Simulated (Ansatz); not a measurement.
`C[Si](C)(O)O` → CH₃OH + `C[Si]O`  (silylene formation by 1,1-elimination)

Isolated molecules relaxed with PBE0-D4/def2-TZVP in Ansatz; ΔE leaves out vibrations. CBS: MP2 limit from def2 TZ/QZ plus the TZ coupled-cluster correction, frozen cores. This one scheme is used for every species. Functionals use def2-TZVPP. B3LYP here is the variant with VWN-RPA as its local correlation; programs differ in this. Each species was taken in one conformer, which may not be the lowest.

`C[Si](C)(O)O`:

Cartesian coordinates in Å:
```
C 0.844 -0.686 -1.179
Si -0.384 0.137 -0.041
C 0.395 0.639 1.565
O -1.666 -0.882 0.194
O -0.992 1.519 -0.692
H 0.384 -0.956 -2.134
H 1.679 -0.013 -1.391
H 1.259 -1.596 -0.735
H -0.357 1.064 2.233
H 1.170 1.392 1.404
H 0.853 -0.217 2.067
H -1.513 -1.819 0.069
H -1.672 1.418 -1.360
```

CH₃OH:

Z-matrix (Å, degrees):
```
C
O 1 1.409
H 1 1.097 2 112.4
H 1 1.090 2 107.0 3 -118.5
H 1 1.097 2 112.4 3 123.0
H 2 0.959 1 108.5 3 -61.6
```

`C[Si]O`:

```xyz
7

C     0.748   -0.211    0.320
Si   -0.774    0.821    0.820
O    -1.733    0.608   -0.513
H     0.459   -1.253    0.134
H     1.526   -0.207    1.087
H     1.185    0.179   -0.609
H    -1.411    0.064   -1.239
```

```tsv
level	ΔE (eV)	difference from CCSD(T)/CBS
CAM-B3LYP-D4	4.16	-0.02
B2PLYP	4.06	-0.12
r2SCAN	4.30	0.12
PBE0	4.07	-0.11
B3LYP	3.86	-0.32
r2SCANh	4.33	0.15
CCSD(T)/def2-TZVPP	4.11	-0.07
MP2/def2-QZVPP	4.39	0.21
SCS-MP2/def2-QZVPP	4.23	0.05
CCSD/CBS(def2)	4.18	0.00
CCSD(T)/CBS	4.18	0
```

Largest T1 diagnostic among the species: 0.014.

At CCSD(T), def2-SVP lies −0.44 eV from the extrapolated value and def2-TZVPP −0.07 eV. From PBE to PBE0 (25 % exact exchange), in def2-TZVPP and without D4, ΔE moves by +0.23 eV. In def2-TZVPP, CCSD(T) changes the Hartree–Fock value by +0.05 eV (the triples alone add +0.01 eV) and MP2 by +0.28 eV.
